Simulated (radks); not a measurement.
Isoelectronic series with 42 electrons, all held in the configuration [Kr] 4d5 5s1, which need not be the ground one along the series. Calculated with a radial shooting solver on a logarithmic mesh with Libxc functionals: Dirac Kohn-Sham, BLYP, spin-unpolarised, spherical densities, finite nucleus; open shells are shared between the two j in proportion to 2j + 1; Fermi nuclear charge, rms radius of each element as measured or else 0.836 A^(1/3) + 0.57 fm. Total energies (hartree) and orbital eigenvalues (hartree):

| ion | E (hartree) | 4d5/2 | 4d3/2 | 5s1/2 | 4p3/2 |
|---|---|---|---|---|---|
| Mo | -4049.67846 | -0.13061 | -0.13810 | -0.14890 | -1.37963 |
| Ru2+ | -4530.87404 | -1.00012 | -1.01489 | -0.76231 | -2.54603 |
| Pd4+ | -5042.65498 | -2.25451 | -2.27885 | -1.62212 | -4.10478 |
| Cd6+ | -5585.15989 | -3.82427 | -3.86088 | -2.69023 | -5.97970 |
| Sn8+ | -6158.63706 | -5.68395 | -5.73592 | -3.95283 | -8.14541 |
| Te10+ | -6763.38420 | -7.82085 | -7.89175 | -5.40338 | -10.59016 |
| Xe12+ | -7399.75392 | -10.22758 | -10.32146 | -7.03853 | -13.30754 |
| Ba14+ | -8068.1259 | -12.89940 | -13.02080 | -8.85664 | -16.29378 |
| Ce16+ | -8768.9226 | -15.83308 | -15.98709 | -10.85714 | -19.54658 |
| Nd18+ | -9502.5996 | -19.02636 | -19.21864 | -13.04018 | -23.06456 |
| Sm20+ | -10269.6182 | -22.47760 | -22.71442 | -15.40639 | -26.84698 |
| Gd22+ | -11070.5558 | -26.18558 | -26.47385 | -17.95693 | -30.89349 |
| Dy24+ | -11905.9704 | -30.14942 | -30.49671 | -20.69325 | -35.20410 |

4d5/2 drops below 5s1/2 between Mo and Ru2+. 4d3/2 drops below 5s1/2 between Mo and Ru2+.
